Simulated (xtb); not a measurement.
C₃H₈O₂Si, SMILES O[SiH2][C@@H](C)C=O. All values are semi-empirical tight-binding results from xtb (GFN2-xTB unless named), good for trends rather than for accurate numbers. Geometry optimised at GFN2-xTB. The structure was generated by enumeration; whether it is a known compound was not checked. One conformer was computed; it need not be the lowest.

Optimised geometry:

```xyz
14

C     -0.8945    -1.1495     1.2683
C     -0.5783    -0.4594    -0.0517
C     -1.5785     0.5552    -0.4343
O     -1.7733     0.9660    -1.5504
Si     1.1032     0.4702    -0.0055
O      2.1307    -0.7211     0.3964
H     -1.0078    -0.4193     2.0675
H     -1.8188    -1.7212     1.1929
H     -0.0917    -1.8306     1.5377
H     -0.4960    -1.1950    -0.8556
H     -2.1431     0.9767     0.4240
H      1.0836     1.5043     1.0314
H      1.4155     1.0377    -1.3110
H      3.0625    -0.5726     0.5281
```

Computed properties:
```yaml
orbital_gap: 3.77 eV
dipole_moment: 4.28 D
zero_point_energy: 64.7 kcal/mol
G − E(el) at 298.15 K (modified RRHO): 44.1 kcal/mol
static polarisability (D4 model): 73.7 bohr³
solvation energy, GFN2-xTB/ALPB(water): -7.5 kcal/mol
solvation energy, GFN2-xTB/ALPB(ch2cl2): -7.4 kcal/mol
```

Computed atomic charges and the Wiberg bond orders between heavy atoms:
charges (e) C1 -0.11, C2 -0.13, C3 0.20, O4 -0.37, Si5 0.54, O6 -0.45, H7 0.03, H8 0.04, H9 0.05, H10 0.05, H11 0.00, H12 -0.08, H13 -0.07, H14 0.31. Bond orders C1–C2 1.02, C2–C3 1.08, C3–O4 1.86, C2–Si5 0.75, Si5–O6 1.22.
